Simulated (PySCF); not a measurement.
Cl₃In, charge +1, multiplicity 2. Atoms are numbered in the order given.

```xyz
4

In     0.0000     0.0000     0.2822
Cl     0.0000     0.0000     2.5560
Cl     0.0000     1.4206    -1.6848
Cl     0.0000    -1.4206    -1.6848
```
Charge +1, spin multiplicity 2.

Geometry: B3LYP-D3(BJ)/def2-SVP. The def2 effective core potentials stand for the cores of In; spin–orbit coupling is left out.

Calculation: PBE/def2-TZVPD (PySCF).

Mulliken values depend strongly on the basis, most of all with diffuse functions as here. ESP charges are fitted to the potential on shells at 1.4 to 2.0 van der Waals radii. Atomic charges (e):

```json
[
 {"atom": "In1", "Mulliken": "1.27", "ESP fit": "0.67", "Mulliken spin": "-0.03"},
 {"atom": "Cl2", "Mulliken": "-0.16", "ESP fit": "0.06", "Mulliken spin": "0.00"},
 {"atom": "Cl3", "Mulliken": "-0.06", "ESP fit": "0.13", "Mulliken spin": "0.52"},
 {"atom": "Cl4", "Mulliken": "-0.06", "ESP fit": "0.13", "Mulliken spin": "0.52"}
]
```
